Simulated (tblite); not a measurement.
C2H6B2F4Si.
Bonds: F1–B2, B2–F3, B2–C4, C4–C5, C5–Si6, Si6–B7, B7–F8, B7–F9. Hydrogens: H10, H11 on C4; H12, H13 on C5; H14, H15 on Si6.

Computed with GFN2-xTB (tblite), gas phase: L-BFGS steps from a force-field or distance-geometry start until the largest atomic force falls under 0.01 eV/Å.

Step 18: E = -833.7988 eV
```
atom  x, y, z in Å  |  force x, y, z in eV/Å
F1     -3.6734   -0.9834   -1.0658   -0.040   0.016   0.024
B2     -2.8495   -0.1964   -0.3983    0.058  -0.045   0.027
F3     -3.4611    0.5817    0.4701    0.094   0.010   0.030
C4     -1.3019   -0.2043   -0.7206   -0.068   0.032   0.006
C5     -0.3040    0.1640    0.3917   -0.031  -0.032  -0.083
Si6     1.4412    0.3255   -0.3876    0.060  -0.041   0.012
B7      3.0411   -0.1144    0.7117   -0.042   0.061  -0.061
F8      3.7270   -1.2329    0.5623   -0.064  -0.011   0.012
F9      3.6285    0.7013    1.5662   -0.052   0.033   0.038
H10    -1.1603    0.5079   -1.5421   -0.018  -0.053   0.006
H11    -1.0384   -1.1828   -1.1314   -0.004   0.089   0.011
H12    -0.6014    1.1097    0.8480   -0.013  -0.086   0.010
H13    -0.3415   -0.5958    1.1742   -0.023   0.042  -0.022
H14     1.4011   -0.5594   -1.5640    0.089  -0.045  -0.037
H15     1.4881    1.6872   -0.9479    0.055   0.029   0.026
```

Step 19: E = -833.8012 eV
```
atom  x, y, z in Å  |  force x, y, z in eV/Å
F1     -3.6736   -0.9823   -1.0610   -0.054   0.026   0.041
B2     -2.8483   -0.1952   -0.3946   -0.003  -0.044   0.014
F3     -3.4564    0.5824    0.4775    0.102  -0.011   0.011
C4     -1.3050   -0.2037   -0.7259   -0.011   0.029   0.049
C5     -0.3069    0.1618    0.3870    0.049  -0.008  -0.068
Si6     1.4423    0.3248   -0.3859    0.015  -0.012  -0.060
B7      3.0375   -0.1122    0.7153    0.011   0.046  -0.033
F8      3.7226   -1.2317    0.5638   -0.070   0.011   0.024
F9      3.6271    0.7032    1.5697   -0.067   0.011   0.018
H10    -1.1655    0.5072   -1.5492   -0.005  -0.064   0.024
H11    -1.0420   -1.1841   -1.1326   -0.010   0.098  -0.007
H12    -0.5975    1.1091    0.8457   -0.036  -0.116   0.004
H13    -0.3390   -0.6000    1.1692   -0.056   0.068  -0.048
H14     1.4096   -0.5598   -1.5650    0.084  -0.027  -0.011
H15     1.4907    1.6884   -0.9475    0.051  -0.006   0.041
```

Task: Estimate the geometry and energy of step 20. (The exact step hangs on the optimiser's Hessian estimate; all steps are aligned on step 19, rigid shifts and turns removed.)

Result: E = -833.8041 eV, largest force 0.144 eV/Å
```
atom  x, y, z in Å  |  force x, y, z in eV/Å
F1     -3.6752   -0.9805   -1.0540   -0.067   0.033   0.054
B2     -2.8468   -0.1942   -0.3900   -0.074  -0.036   0.005
F3     -3.4489    0.5829    0.4871    0.098  -0.026   0.003
C4     -1.3093   -0.2025   -0.7314    0.058   0.011   0.073
C5     -0.3092    0.1590    0.3796    0.126   0.019  -0.031
Si6     1.4443    0.3238   -0.3849   -0.038   0.025  -0.137
B7      3.0334   -0.1084    0.7190    0.065   0.022   0.007
F8      3.7161   -1.2301    0.5666   -0.069   0.031   0.035
F9      3.6244    0.7055    1.5747   -0.078  -0.009  -0.003
H10    -1.1720    0.5050   -1.5575    0.007  -0.051   0.030
H11    -1.0471   -1.1838   -1.1344   -0.011   0.074  -0.033
H12    -0.5936    1.1061    0.8429   -0.057  -0.117  -0.001
H13    -0.3370   -0.6040    1.1617   -0.081   0.072  -0.065
H14     1.4217   -0.5608   -1.5664    0.075  -0.010   0.013
H15     1.4947    1.6898   -0.9463    0.046  -0.039   0.051
```

The energy changes by -0.0030 eV. The first-order estimate −F·Δx gives -0.0039 eV and the mean of the old and new forces, exact on a quadratic surface, -0.0030 eV. The step makes an angle of 66° with the force vector and moves no atom by more than 0.012 Å.

What follows is the cost of the whole relaxation. Hardware: one thread, Arm Neoverse V1 (aarch64), no GPU, shared host. Cost: 0.98 s of wall time.
